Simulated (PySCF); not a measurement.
Adding and removing an electron: CsNa

RHF-CCSD(T); basis Cs def2-SVP with ECP46, Na def2-SVP; scalar-relativistic core potentials; PySCF 2.14. Neutral (RHF): singlet (closed shell), Re = 3.969 Å, ωe = 93.1 cm⁻¹, De = 0.54 eV.

CsNa⁺ (UHF): doublet (σ ↑), Re = 4.632 Å, ωe = 62.4 cm⁻¹, De = 0.37 eV to Cs⁺ + Na. The energies at the minima are -181.71346 hartree for CsNa and -181.56852 for CsNa⁺.

(1) Work out the adiabatic ionisation energy, without and with harmonic zero-point energies (1 hartree = 27.2114 eV, 1 eV = 8065.5 cm⁻¹), and the change of the bond length.

Correlated steps freeze 1 core orbital. Weak bonds: CsNa⁺. Basis-set superposition, not corrected here, can be much of De in a small basis, most of all at correlated wavefunction levels. Spin–orbit coupling is left out. For an ion De counts to the pair picked by the measured ionisation energies or electron affinities, which need not be the lowest pair at this level. Where the molecule has an RHF reference, its open-shell atoms are computed with UHF. States were picked by a PBE0 search and need not be the measured ground states.

Neutral and ion stand on different kinds of reference determinant, which adds to the error of the difference.

## Answers

(1) At CCSD(T): 0.14494 hartree = 3.944 eV between the minima; the zero-point term (62.4 − 93.1)/2 cm⁻¹ = -0.002 eV makes it 3.942 eV. Re changes by +66.3 pm against the neutral. The electron leaves a σ orbital, and the ion is left as a loose complex of an ion and an atom.
